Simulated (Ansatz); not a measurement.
Cost and result for the atomization energy of `C#[C][GeH2][OH]` (8 atoms, 7 bonds).

```xyz
8

C    -2.3204    0.2628   -0.0120
C    -1.1364    0.0677    0.0922
Ge    0.7125   -0.2700    0.3082
O     1.4836    0.5146   -1.0882
H    -3.3664    0.4413   -0.1139
H     0.9770   -1.7847    0.2837
H     1.2126    0.3598    1.6189
H     2.4375    0.4085   -1.0888
```

Charge 0, multiplicity 1. Correlated methods include outer-core shells of Ge, which these sets cover unevenly. Scalar relativity is left out up to krypton. All single points use the PBE0-D4/def2-TZVP geometry. It is one conformer, not always the lowest. Program: Ansatz. All runs use 2 threads of an Arm Neoverse V1 on a shared host. Times are those of one run each, without the atoms' runs, and a repeat can differ threefold. Electronic energies, without spin–orbit coupling; frozen cores. CCSD(T)/CBS adds CCSD(T) − MP2 in def2-TZVPP to the MP2 limit, and its time is that of the two runs behind it. T1 = 0.012. With those shells the extrapolation isn't a true limit. B3LYP takes the VWN-RPA correlation (the form of Gaussian; ORCA's B3LYP/G).

CCSD(T)/CBS is a level of theory with its own doubt, some kJ/mol a heavy atom from the limit and from the frozen cores, so smaller differences don't rank the functionals.

```tsv
level	functions	atomization (kJ/mol)	difference from CCSD(T)/CBS	per bond
CCSD(T)/def2-TZVPP	197	2924.5	-71.2	-10.2
r2SCAN-D4/def2-TZVPP (with forces)	197	2982.9	-12.8	-1.8
B2PLYP/def2-TZVPP	197	2957.1	-38.6	-5.5
CCSD(T)/def2-SVP	94	2809.1	-186.6	-26.7
LDA (SPW92)/def2-TZVPP	197	3433.0	437.3	62.5
ωB97X-V/def2-TZVPP	197	2980.9	-14.8	-2.1
MP2/def2-QZVPP	380	3037.9	42.2	6.0
ωB97M-V/def2-TZVPP (with forces)	197	2975.1	-20.6	-2.9
B97M-V/def2-TZVPP	197	2991.4	-4.3	-0.6
B3LYP-D4/def2-TZVPP (with forces)	197	2963.6	-32.1	-4.6
PBE-D4/def2-TZVPP (with forces)	197	3038.7	43.0	6.1
CCSD(T)/CBS(def2)	–	2995.7	0.0	0.0
PBE0-D4/def2-TZVPP	197	2965.8	-29.9	-4.3
```

(1) Order the runs by time, with rough figures. (An estimate is asked.)

## Answers

(1) Ansatz gave: LDA (SPW92)/def2-TZVPP 1.5 s; PBE-D4/def2-TZVPP (with forces) 3 s; PBE0-D4/def2-TZVPP 3.6 s; B3LYP-D4/def2-TZVPP (with forces) 6 s; r2SCAN-D4/def2-TZVPP (with forces) 6.5 s; B2PLYP/def2-TZVPP 6.5 s; CCSD(T)/def2-SVP 7 s; ωB97X-V/def2-TZVPP 10 s; B97M-V/def2-TZVPP 11 s; ωB97M-V/def2-TZVPP (with forces) 14 s; MP2/def2-QZVPP 28 s; CCSD(T)/def2-TZVPP 2.1 min; CCSD(T)/CBS(def2) 2.6 min.

From r2SCAN to r2SCAN0 (25 % exact exchange), in def2-TZVPP and without D4, the atomization energy moves by −66.6 kJ/mol: exact exchange takes away binding that semilocal exchange gives to molecules. In def2-TZVPP, CCSD(T) changes the Hartree–Fock value by +828.1 kJ/mol (the triples alone add +57.3 kJ/mol) and MP2 by +899.7 kJ/mol; breaking electron pairs costs correlation energy, which Hartree–Fock lacks. At CCSD(T), def2-SVP lies −186.7 kJ/mol from the extrapolated value and def2-TZVPP −71.2 kJ/mol: correlation converges slowly with the basis, and small sets miss more of it in the bonded molecule than in its fragments.
